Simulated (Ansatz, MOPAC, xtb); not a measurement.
Diatomic AlSe, multiplicity 2 (the spin of the measured ground state). No spin–orbit coupling. Se is treated without relativity.

Constants: fifth-degree fit in 1/R to seven points, most abundant isotopes. Runs in def2 and cc sets follow the lowest solution found near the PBE0 minimum.

The values were computed with Ansatz (Gaussian orbitals); MOPAC for PM6 (differences of heats of formation); xtb for the GFN methods. Values without a source in brackets are computed. The GFN methods have no spin term and hold the electronic entropy of 300 K.

```
level                                r_e (Å)  ω_e (cm⁻¹)  α_e (cm⁻¹)  B_e (cm⁻¹)  D_e (eV)  dipole (D)
-----------------------------------  -------  ----------  ----------  ----------  --------  ----------
PM6                                    2.173         667     0.00074       0.177         -           -
GFN1-xTB                               2.203         477      0.0012       0.172         -           -
GFN2-xTB                               2.197         532      0.0012       0.173         -           -
SVWN5/def2-TZVPP                       2.153         483     0.00090       0.180      4.68        3.26
PBE/def2-TZVPP                         2.179         466     0.00091       0.176      4.00        3.22
r2SCAN/def2-TZVPP                      2.158         490     0.00089       0.180      4.04        3.55
B97M-V/def2-TZVPP                      2.159         483     0.00094       0.179      3.90        3.50
B3LYP/def2-TZVPP                       2.177         460     0.00100       0.176      3.68        3.51
PBE0/def2-TZVPP                        2.161         481     0.00095       0.179      3.80        3.56
BHLYP/def2-TZVPP                       2.162         469      0.0011       0.179      3.43        3.84
CAM-B3LYP/def2-TZVPP                   2.159         471      0.0011       0.179      3.59        3.71
wB97X-V/def2-TZVPP                     2.156         479      0.0010       0.180      3.72        3.79
wB97M-V/def2-TZVPP                     2.169         459      0.0011       0.178      3.69        3.82
B2PLYP/def2-TZVPP                      2.169         481     0.00090       0.178      3.73           -
CCSD/def2-TZVPP                        2.170         471      0.0010       0.177      3.37           -
CCSD/def2-QZVPP                        2.158         478      0.0011       0.180      3.48           -
CCSD(T)/def2-TZVPP                     2.173         481     0.00091       0.177      3.60           -
CCSD(T)/def2-QZVPP                     2.162         487     0.00091       0.179      3.75           -
CCSD(T)/CBS(def2-TZVPP, def2-QZVPP)    2.155         492     0.00091       0.180         -           -
```

D_e counts from each atom's lowest state at the same level, without counterpoise or zero-point energy.

Correlated levels freeze the inner cores; with def2 sets outer-core shells near the valence are correlated too. CBS: X⁻³ extrapolation of the correlation energy, Hartree–Fock from the larger set. The state that PM6 reach isn't checked.

Measured for the ground state: ω_e 467.6 cm-1, ω_e x_e 2.08 cm-1 [Huber and Herzberg (1979), NIST Chemistry WebBook]. D_0 3.257 ± 0.14 eV (a handbook's tabulated 298 K bond energy less 3RT/2; such tables hold older values) [Luo, bond dissociation energies, CRC Handbook].

Ansatz is a quantum-chemistry and plane-wave program.
